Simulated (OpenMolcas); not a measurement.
## Mo4+: from CASSCF to CASPT2

```json
{"Program": "OpenMolcas", "Basis": "ANO-R2 [7s5p4d2f1g]", "Scalar Hamiltonian": "X2C, finite nucleus", "Active space": "2 electrons in 5 orbitals (4d)", "State averaging": "2S+1 = 3 even, 10 roots; 2S+1 = 1 even, 15 roots", "Spin-orbit coupling": "state interaction with AMFI integrals over the reference wave functions, term energies averaged over their components"}
```

Methods on the same reference wave functions:
A. CASSCF
B. SS-CASPT2, IPEA 0.25 Eh, imaginary shift 0.1 Eh (closed shells correlated: 4s 4p)

Energies in eV above 4d² ³F₂, the measured ground level; measured values from Sugar and Musgrove, J. Phys. Chem. Ref. Data 17, 155 (1988).

```
  Level       A       B  Measured
4d² ³F₂  0.0000  0.0000    0.0000
4d² ³F₃  0.1890  0.1946    0.1956
4d² ³F₄  0.4096   0.414    0.4163
4d² ¹D₂  1.5749   1.227    1.2634
4d² ³P₀  1.7085   1.440    1.3838
4d² ³P₁  1.7850   1.521    1.4639
4d² ³P₂  1.9799   1.699    1.6624
4d² ¹G₄  2.3824   2.079    2.0276
4d² ¹S₀  5.5820   4.679    4.6790
```

Deviations, from unrounded energies. A percentage is the sum of absolute deviations over the sum of measured energies, with the sign that they share, or ± where signs differ.

```json
{"Against measurement": "mean absolute deviation (cm-1)", "Levels": "8", "A": "2600", "B": "240"}
{"Against measurement": "fine structure of the ground term (%)", "Levels": "2", "A": "-2.2", "B": "-0.5"}
{"Against measurement": "other terms of the ground configuration (%)", "Levels": "6", "A": "+20.3", "B": "±1.9"}
```

B lies closest to measurement on these levels. The largest miss of B in the table is 4d² ³P₁, by +460 cm-1. The ranking rests on the paired levels alone, and a cruder setting can come out closer through cancelling errors.

From A to B the spin-free energies of the other terms of 4d² shown, above ³F, scale by factors of 0.73 to 0.85, as is usual when dynamic correlation screens the repulsion within a d or f shell.

The lowest spin-free term lies below A's lowest term by 0.248 hartree in B.

Term energies are means over components that CASPT2 splits; among the terms shown or strongly mixed into the levels shown the widest spread is 650 cm-1 (4d² ³F, B). Without dynamic correlation excited terms often stand tens of per cent too high (terms of higher spin than the ground term too low), and those without a measured partner can miss by more than the paired ones (holds for A). Measured partners are found by configuration, term and J. A level has none where our copy of the source lacks it or the pairing is in doubt (some pairs that miss far off the trend of their configuration count as doubtful), and it then counts in no deviation. Levels of configurations outside the active space are missing.
